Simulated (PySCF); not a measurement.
Computed shifts of a molecule C₁₀H₉NS, PBE/pcSseg-1 (PySCF), GIAO, gas phase, equivalent atoms averaged, in ppm (number of nuclei): ¹³C: 155.4 (1), 155.0 (1), 154.3 (1), 143.2 (1), 140.0 (1), 132.1 (1), 128.1 (1), 126.0 (1), 120.6 (1), 20.1 (1). ¹⁵N: 341.5 (1). ¹H: 8.77 (1), 7.75 (1), 7.70 (1), 7.57 (1), 7.09 (1), 6.96 (1), 2.64 (3). References: ¹³C against TMS (σ = 182.0 ppm); ³³S against H2S (σ = 706.5 ppm); ¹⁵N against NH3 (σ = 267.0 ppm); ¹H against TMS (σ = 31.49 ppm), references at their B3LYP-D3(BJ)/def2-TZVP geometries, non-relativistic. Geometry optimised at PBE0-D3(BJ)/def2-SVP. One conformer was computed; it need not be the lowest.

Task: Identify the compound among the candidates.
A. Cc1scnc1-c1ccccc1
B. Nc1csc(-c2ccccc2)c1
C. Cc1ncsc1-c1ccccc1
D. Cc1csc(-c2ccccn2)c1

Result: D, Cc1csc(-c2ccccn2)c1
